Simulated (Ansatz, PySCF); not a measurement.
A series of Ge-H bond dissociation energy values:

A. CC[O][GeH3] → CC[O][GeH2] + H atom
B. [GeH3] (GeH3) -> [GeH2] (GeH2) + H atom
C. [GeH2] (GeH2) → [GeH] (GeH) + H atom
D. [F][GeH]([F])[F] [trifluorogermane] → [F][Ge]([F])[F] + H atom

Quantity: bond dissociation energy (enthalpy at 298 K, with B3LYP-D3(BJ) rigid-rotor harmonic-oscillator terms), kcal/mol. Structures are relaxed separately at B3LYP-D3(BJ)/def2-TZVP in Ansatz (an electronic-structure program), one conformer each, not searched for the lowest. Frequencies are from Ansatz or PySCF. Unstable Hartree-Fock reference: [GeH2] (GeH2). Correlated levels leave the core frozen unless marked. UHF or UKS for open shells. No spin-orbit coupling. The frozen core is the preceding noble-gas configuration, with the filled d and f shells of earlier blocks. Non-relativistic. CBS(X,Y): correlation extrapolated as X^-3; Hartree-Fock from the larger set. The bracket is a focal-point correction in the basis named.

```
   RPA@PBE/cc-pVTZ (Ansatz)  CCSD/aug-cc-pVDZ (Ansatz)  CCSD(T)/6-31G (Ansatz)  RI-MP2/CBS(cc-pVTZ,cc-pVQZ)+[CCSD(T)-MP2]/cc-pVTZ (Ansatz)
-  ------------------------  -------------------------  ----------------------  ----------------------------------------------------------
A                      81.4                       81.0                    71.3                                                        85.0
B                      56.5                       57.2                    52.7                                                        60.1
C                      66.7                       66.4                    57.3                                                        71.1
D                      85.8                       84.7                    75.0                                                        89.6
```
